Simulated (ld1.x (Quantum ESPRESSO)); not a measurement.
# Cutoff test, aluminium (Al), ultrasoft

* Element: Al
* Generator: ld1.x (Quantum ESPRESSO) 7.5
* Type: ultrasoft
* Functional: LDA (PZ)
* Relativity: scalar-relativistic
* Frozen core: [Ne]
* Valence charge: 3
* Reference configuration: 3s2 3p1
* Partial waves: 3s (bound): rcut 1.70, rcutus 1.80 bohr; 3s channel at 0.6 Ry: rcut 1.70, rcutus 1.80 bohr; 3p (bound): rcut 1.75, rcutus 2.25 bohr; 3p channel at 1.45 Ry: rcut 1.75, rcutus 2.25 bohr
* Local potential: all-electron potential smoothed inside 2.10 bohr (lloc = -2)
* Core correction: none
* Augmentation charge: built from norm-conserving waves at rcut, not smoothed further

The pseudo-atom Hamiltonian at the reference potential is diagonalised in spherical Bessel functions j_l(qr) that vanish at 20 bohr, with q² up to the cutoff. All-electron valence levels (Ry): 3s -0.5759, 3p -0.2050.

Question: How do the lowest levels (Ry) of each channel move with the cutoff, and are there ghosts?

Answer:

```
cutoff (Ry)     s #1     p #1    p #2    d #1    f #1  Σ f·Δε (mRy)
          8  -0.5717  -0.2046  0.0268  0.0474  0.1041           9.0
         10  -0.5746  -0.2048  0.0267  0.0474  0.1041           2.9
         12  -0.5756  -0.2049  0.0267  0.0474  0.1041           0.7
         15  -0.5758  -0.2050  0.0267  0.0474  0.1041           0.3
         18  -0.5758  -0.2050  0.0267  0.0474  0.1041           0.3
        400  -0.5759  -0.2050  0.0267  0.0474  0.1041           0.0
```

Result: no extra level below or beside the all-electron valence levels (s, p, d, f tested); 10 mRy is reached at 8 Ry and 1 mRy at 12 Ry.
